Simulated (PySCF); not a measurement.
Compound: C3H8O2Si.
SMILES: `C=CO[Si@H](C)O`

Jobs on this species (14 atoms, 56 electrons) with PySCF (density fitting). Hardware of each: Arm Neoverse V2, one thread, on a shared host. The host was shared with other jobs, so the times are rough. Peak memory is the resident size of the whole Python process, interpreter and libraries included.

**Question.** Rank these jobs by wall time, shortest first.
A. HF/pcSseg-1; shieldings; 149 basis functions
B. PBE0-D3(BJ)/def2-SVP, grid level 1; geometry optimisation from a GFN2-xTB start shaken at random; 128 basis functions
C. KT2/pcSseg-1; shieldings; 149 basis functions

**Answer.** A (5.8 s), C (18 s), B (2.8 min).

All jobs:

| level and settings | work | basis functions | SCF cycles | wall time | peak memory |
| --- | --- | --- | --- | --- | --- |
| HF/pcSseg-1 | shieldings | 149 | 11 | 5.8 s | 0.82 GiB |
| LDA/pcSseg-1 | shieldings | 149 | 15 | 14 s | 0.87 GiB |
| B97-D/pcSseg-1 | shieldings | 149 | 15 | 17 s | 0.81 GiB |
| PBE/pcSseg-1 | shieldings | 149 | 15 | 17 s | 0.81 GiB |
| OPBE/pcSseg-1 | shieldings | 149 | 15 | 17 s | 0.81 GiB |
| KT2/pcSseg-1 | shieldings | 149 | 16 | 18 s | 0.81 GiB |
| KT3/pcSseg-1 | shieldings | 149 | 16 | 18 s | 0.81 GiB |
| B3LYP/6-31G* | spin–spin couplings from 12 perturbed nuclei, spin–dipole term for 1 of them | 104 | 14 | 24 s | 0.59 GiB |
| PBE0-D3(BJ)/def2-SVP, grid level 1 | geometry optimisation from a GFN2-xTB start shaken at random | 128 | 205 | 2.8 min | 0.50 GiB |

**Question.** What do all jobs in the table cost together?

**Answer.** About 5.0 min; the longest takes about 56 % of that, and about 29 times as long as the shortest.
